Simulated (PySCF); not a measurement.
# Arsenic: a sound run and one with changed settings

Sound run: As [Ar] 3d10 4s2 4p3, As⁺ [Ar] 3d10 4s2 4p2. Computed with PySCF 2.14 in cc-pVDZ-DK (5s4p2d, 27 functions), with the spin-free X2C one-electron Hamiltonian (Gaussian nucleus). In the sound run the correlated levels freeze [Ar] 3d10. The sound run starts from symmetry-adapted Hartree-Fock orbitals and uses a fine grid where one is needed.

Changed run: all electrons correlated in a basis built for the valence shell.

```csv
species,method,sound run (hartree),changed run (hartree),converged
As,MP2,-2258.97105,-2258.99659,yes
As⁺,MP2,-2258.61262,-2258.63655,yes
```

Ionisation energy of As:

```json
{"method": "UHF", "sound run (eV)": "9.425", "changed run (eV)": "9.425"}
{"method": "MP2", "sound run (eV)": "9.753", "changed run (eV)": "9.797"}
{"method": "SCS-MP2", "sound run (eV)": "9.636", "changed run (eV)": "9.662"}
```

A valence basis has no tight correlating functions, so it recovers only part of the core correlation, and not evenly between atom and ion.

For comparison, NIST gives 9.789 eV between the lowest levels.
